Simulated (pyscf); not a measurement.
•H₂Si–SH (SMILES [SiH2]S), doublet

Gas-phase minimum from PySCF at ωB97X-D3(BJ)/def2-SVP, one conformer. Other isomers of •H₂Si–SH were not searched in full and may lie lower. 

```xyz
5

Si    -1.6784    -0.7827    -0.2695
S     -0.8617     0.5090     1.2259
H     -0.6165    -1.6255    -0.9058
H     -2.2980     0.1249    -1.2796
H     -0.2611    -0.4768     1.9215
```
Charge 0, spin multiplicity 2.

Bonded distances (Å): Si1–S2 2.138, Si1–H3 1.498, Si1–H4 1.493, S2–H5 1.348. Angles (°): S2–Si1–H3 111.5, S2–Si1–H4 105.3, H3–Si1–H4 110.4, Si1–S2–H5 95.1.

Properties at ωB97X-D3(BJ)/def2-SVP:

```yaml
harmonic_wavenumbers_unscaled: 252, 535, 568, 697, 825, 917, 2201, 2249, 2758 cm⁻¹
zero_point_energy: 15.7 kcal/mol
rotational_symmetry_number: 1
Entropy of this conformer at 298 K and 1 atm, rigid rotor and harmonic oscillator, modes under 100 cm⁻¹ raised to 100: 272.5 J/(mol K)
dipole_moment: 1.11 D
Spin expectation value S2: 0.752
```

Single-point totals, which compare only within one level (frozen core for MP2 and CC):

```csv
level,total energy (hartree)
ωB97X-D3(BJ)/def2-TZVP,-689.51898
PBE/def2-TZVP,-689.15556
r²SCAN/def2-TZVP,-689.42726
B3LYP-D3(BJ)/def2-TZVP,-689.52948
PBE0-D3(BJ)/def2-TZVP,-689.22123
M06-2X/def2-TZVP,-689.43472
ωB97M-D3(BJ)/def2-TZVP,-689.56500
UHF/def2-TZVPP,-688.21849
MP2/def2-TZVPP,-688.50433
CCSD/def2-TZVPP,-688.54251
CCSD(T)/def2-TZVPP,-688.55602
```

The CCSD(T) − MP2 part came from Ansatz, without density fitting, on the same reference.
